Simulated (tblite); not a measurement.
Record of a relaxation.

Species: C₄H₁₄N₂OSi₂.
Atom-mapped SMILES: `[CH2:1]=[CH:2][Si@@H:3]([O:4][SiH2:5][NH2:6])[N:7]([CH3:8])[CH3:9]` (hydrogens: H10, H11 on C1; H12 on C2; H13 on Si3; H14, H15 on Si5; H16, H17 on N6; H18, H19, H20 on C8; H21, H22, H23 on C9)

Computed with GFN2-xTB (tblite), gas phase: L-BFGS steps from a force-field or distance-geometry start until the largest atomic force falls under 0.01 eV/Å. 3 of its 179 geometries are shown.

Step 0: E = -792.4969 eV, largest atomic force 2.347 eV/Å
```
atom  x, y, z in Å  |  force x, y, z in eV/Å
C1      0.585    3.043    0.384   -0.265   0.577  -1.141
C2      0.318    1.958   -0.328    0.068   0.016   0.622
Si3     0.284    0.350    0.583    0.209  -1.555   0.136
O4     -0.859   -0.722   -0.112   -0.576   2.116   0.837
Si5    -2.435   -0.122   -0.228   -0.348  -1.554   0.199
N6     -3.513   -1.348    0.549    1.530   1.166  -0.951
N7      1.882   -0.465    0.409   -2.074  -0.903  -0.602
C8      1.604   -1.888    0.653    0.059  -0.601   0.791
C9      2.190   -0.379   -1.006    0.426   2.089  -0.551
H10     0.740    2.987    1.442    0.076   0.140   0.075
H11     0.613    4.020   -0.107    0.105  -0.220   0.427
H12     0.141    1.951   -1.386   -0.025   0.389  -0.218
H13     0.062    0.605    2.021   -0.016  -0.311  -0.321
H14    -2.607    1.174    0.436    0.005  -0.254  -0.020
H15    -2.743   -0.017   -1.682    0.288   0.031   0.329
H16    -3.151   -2.276    0.302   -0.792   0.424   0.209
H17    -4.479   -1.168    0.290    0.384  -0.588   0.112
H18     0.694   -2.008    1.271    0.644  -0.113  -0.119
H19     2.456   -2.357    1.177   -0.254   0.175  -0.223
H20     1.416   -2.437   -0.285    0.083   0.217   0.365
H21     3.082   -0.939   -1.295   -0.130  -0.012   0.218
H22     1.328   -0.663   -1.643    0.567  -0.052   0.100
H23     2.386    0.729   -1.164    0.036  -1.178  -0.276
```

Step 89: E = -793.8548 eV, largest atomic force 0.095 eV/Å
```
atom  x, y, z in Å  |  force x, y, z in eV/Å
C1      0.871    3.203    0.347    0.060  -0.022  -0.063
C2      0.389    2.104   -0.209   -0.002   0.048   0.010
Si3     0.225    0.446    0.658    0.027  -0.011  -0.058
O4     -1.296   -0.075    0.437    0.018  -0.006   0.072
Si5    -2.761   -0.106   -0.250    0.026  -0.023   0.088
N6     -3.526   -1.429    0.535   -0.039  -0.033   0.010
N7      1.309   -0.687   -0.043   -0.021  -0.024  -0.034
C8      1.379   -2.057    0.394   -0.025  -0.037   0.020
C9      2.354   -0.352   -0.976   -0.035   0.010   0.007
H10     1.302    3.194    1.336   -0.064  -0.005  -0.028
H11     0.881    4.160   -0.157    0.020  -0.023  -0.003
H12    -0.029    2.171   -1.210    0.014   0.035   0.053
H13     0.394    0.555    2.109   -0.054  -0.033   0.006
H14    -3.519    1.082    0.126    0.009   0.060  -0.009
H15    -2.571   -0.206   -1.702   -0.001  -0.029  -0.009
H16    -2.993   -2.263    0.722   -0.022  -0.007  -0.019
H17    -4.480   -1.655    0.313    0.010  -0.030  -0.014
H18     0.602   -2.253    1.127   -0.016   0.041  -0.025
H19     2.353   -2.276    0.850   -0.023   0.006  -0.015
H20     1.238   -2.737   -0.456    0.024   0.014   0.034
H21     3.343   -0.397   -0.503   -0.005  -0.024  -0.018
H22     2.343   -1.051   -1.820    0.033   0.035   0.024
H23     2.188    0.654   -1.346    0.065   0.058  -0.031
```

Step 178: E = -793.9416 eV, largest atomic force 0.009 eV/Å
```
atom  x, y, z in Å  |  force x, y, z in eV/Å
C1      1.154    3.175    0.029   -0.002  -0.005  -0.001
C2      0.277    2.219   -0.233   -0.002   0.004  -0.002
Si3     0.174    0.574    0.673    0.005  -0.002   0.000
O4     -1.335   -0.010    0.637   -0.004   0.000   0.001
Si5    -2.718   -0.328   -0.142   -0.004   0.007  -0.004
N6     -3.430   -1.596    0.776    0.000   0.002   0.002
N7      1.174   -0.545   -0.171    0.003  -0.004  -0.003
C8      0.954   -1.967   -0.075    0.002   0.001   0.003
C9      2.526   -0.221   -0.549   -0.001  -0.001   0.001
H10     1.897    3.061    0.802   -0.006   0.002   0.005
H11     1.178    4.113   -0.506   -0.002  -0.008  -0.003
H12    -0.453    2.394   -1.015    0.006   0.004   0.002
H13     0.417    0.704    2.117    0.001  -0.001   0.003
H14    -3.591    0.838   -0.035    0.001  -0.005  -0.001
H15    -2.401   -0.659   -1.537    0.001  -0.002   0.003
H16    -2.843   -2.322    1.153    0.002   0.000   0.005
H17    -4.313   -1.977    0.482   -0.001   0.004   0.001
H18    -0.078   -2.148    0.210    0.006   0.001  -0.007
H19     1.614   -2.430    0.669   -0.004  -0.004  -0.001
H20     1.145   -2.441   -1.042    0.004   0.002  -0.001
H21     3.251   -0.563    0.200   -0.003  -0.003  -0.002
H22     2.772   -0.699   -1.502    0.004   0.003   0.005
H23     2.624    0.856   -0.659   -0.006   0.004  -0.004
```

Problem. Summarise the path.

Solution. The energy falls by 33.31 kcal/mol from step 0 to step 178; nine tenths of that is first reached at step 36. It falls at every step. The largest force goes from 2.347 to 0.009 eV/Å. Among the bonds Si3–O4 changes most, from 1.714 to 1.619 Å; the atoms move by 0.908 Å rms after alignment.

The cost below is that of the whole relaxation. Hardware: one thread of an Arm Neoverse N1, shared host with 64 logical CPUs at a one-minute load of 58. Cost: 3.3 s wall.
